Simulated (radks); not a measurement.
The cerium ion Ce21+, 37 electrons, occupied as [Kr] 4d1 (the NIST ground configuration). Method: non-relativistic Kohn-Sham, PBE, spin-polarised, spherical densities, point nucleus; open shells are filled with parallel spins first (spin-orbit coupling, left out, can overturn this in heavy ions); relativity is left out, which matters for an element this heavy; computed with a radial shooting solver on a logarithmic mesh with Libxc functionals.

Unscreened Slater integrals over Kohn-Sham orbitals (hartree). They are taken over the spin-up orbitals.

integral,value
"F0(4d,4d)",1.4216
"F2(4d,4d)",0.73209
"F4(4d,4d)",0.49813
"F0(4d,4p)",1.4284
"F2(4d,4p)",0.74125
"G1(4d,4p)",0.92684
"G3(4d,4p)",0.59267
"F0(4d,4s)",1.4355
"G2(4d,4s)",0.72120
"F0(4d,3d)",1.8376
"F2(4d,3d)",0.50482
"F4(4d,3d)",0.24770
"G0(4d,3d)",0.16311
"G2(4d,3d)",0.20230
"G4(4d,3d)",0.15804
"F0(4p,4p)",1.4382
"F2(4p,4p)",0.75877
"F0(4p,4s)",1.4453
"G1(4p,4s)",0.98621
"F0(4p,3d)",1.8351
"F2(4p,3d)",0.49600
"G1(4p,3d)",0.16131
"G3(4p,3d)",0.16064
"F0(4s,4s)",1.4531
"F0(4s,3d)",1.8420
"G2(4s,3d)",0.15853
"F0(3d,3d)",3.6138
"F2(3d,3d)",1.8335
"F4(3d,3d)",1.1775

Derived for the open shells (J is the average intra-shell exchange parameter used in DFT+U). 4d: Racah B = F2/49 - 5 F4/441 = 0.009293 hartree, C = 35 F4/441 = 0.03953 hartree, C/B = 4.25, F4/F2 = 0.680, J = (F2 + F4)/14 = 0.08787 hartree.
